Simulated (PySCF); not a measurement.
# `InChI=1S/C4H8BNSi/c7-6-4-2-1-3-5-6/h1-5H,7H3`

Molfile (atoms numbered from 1):
```
C4H8BNSi
     RDKit          3D

 15 15  0  0  0  0  0  0  0  0999 V2000
    2.3772    0.3681   -0.0711 Si  0  0  0  0  0  4  0  0  0  0  0  0
    0.6302    0.1243   -0.0373 N   0  0  0  0  0  0  0  0  0  0  0  0
   -0.2635    1.2423    0.0597 B   0  0  0  0  0  0  0  0  0  0  0  0
   -1.7442    0.9356    0.1182 C   0  0  0  0  0  0  0  0  0  0  0  0
   -2.1549   -0.3618    0.0767 C   0  0  0  0  0  0  0  0  0  0  0  0
   -1.2067   -1.4059   -0.0231 C   0  0  0  0  0  0  0  0  0  0  0  0
    0.1221   -1.1369   -0.0751 C   0  0  0  0  0  0  0  0  0  0  0  0
    2.8069    0.7901    1.2631 H   0  0  0  0  0  0  0  0  0  0  0  0
    2.6720    1.3674   -1.0943 H   0  0  0  0  0  0  0  0  0  0  0  0
    2.9617   -0.9284   -0.4213 H   0  0  0  0  0  0  0  0  0  0  0  0
    0.2044    2.3181    0.0888 H   0  0  0  0  0  0  0  0  0  0  0  0
   -2.5022    1.7062    0.1912 H   0  0  0  0  0  0  0  0  0  0  0  0
   -3.2040   -0.6313    0.1165 H   0  0  0  0  0  0  0  0  0  0  0  0
   -1.5395   -2.4322   -0.0608 H   0  0  0  0  0  0  0  0  0  0  0  0
    0.8363   -1.9474   -0.1531 H   0  0  0  0  0  0  0  0  0  0  0  0
  1  2  1  0
  2  3  1  0
  3  4  1  0
  4  5  2  0
  5  6  1  0
  6  7  2  0
  7  2  1  0
  1  8  1  0
  1  9  1  0
  1 10  1  0
  3 11  1  0
  4 12  1  0
  5 13  1  0
  6 14  1  0
  7 15  1  0
M  END
```

Method: PySCF 2.14.0, quadratic response LC-wPBE/def2-SVPD first hyperpolarisability, Taylor convention, gas phase. Geometry: GFN2-xTB.

(1) Give the tensor of the static β(0;0,0) in the axes of these coordinates.

## Answers

(1) In au, Taylor convention; rows are the first index (the induced dipole):
|  | xx | yy | zz | xy | xz | yz |
| --- | --- | --- | --- | --- | --- | --- |
| x | -58.2 | +15.0 | -13.0 | -34.4 | -2.5 | +1.4 |
| y | -34.4 | -72.4 | -23.1 | +15.0 | +1.4 | +1.3 |
| z | -2.5 | +1.3 | -7.8 | +1.4 | -13.0 | -23.1 |

Norm of βᵢ = ⅓ Σⱼ (βᵢⱼⱼ + βⱼᵢⱼ + βⱼⱼᵢ): 141.8 au, hyper-Rayleigh value 54.5 au.
